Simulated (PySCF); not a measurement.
## Polarisability and C₆ of Cd⁺ (cadmium, charge +1)

[Kr] 4d10 5s1, 2S determinant. All numbers are calculated (PySCF 2.14, scalar relativity by spin-free X2C-1e, in x2c-QZVPPall with one added diffuse shell each of s, p, d, f, g type (14s9p8d5f3g, 143 functions)). Coupled (time-dependent) response in atomic units; α is the mean over directions.

```json
{"method": "PBE0", "mean α (bohr³)": "23.71", "C₆ (like pair)": "140.2", "S(−4)": "393.0"}
```

S(−4) is the Cauchy moment in α(ω) = α(0) + S(−4) ω² + …

α(iu) at PBE0:

```tsv
u (hartree)	α(iu) (bohr³)
0	23.71
0.0500	22.77
0.100	20.48
0.200	15.26
0.300	11.53
0.500	7.615
0.750	5.365
1.00	4.129
1.50	2.755
2.00	1.991
3.00	1.179
5.00	0.5474
```

For an ion, C₆ is the dispersion term alone; charge-induced terms of lower order in 1/R come first.
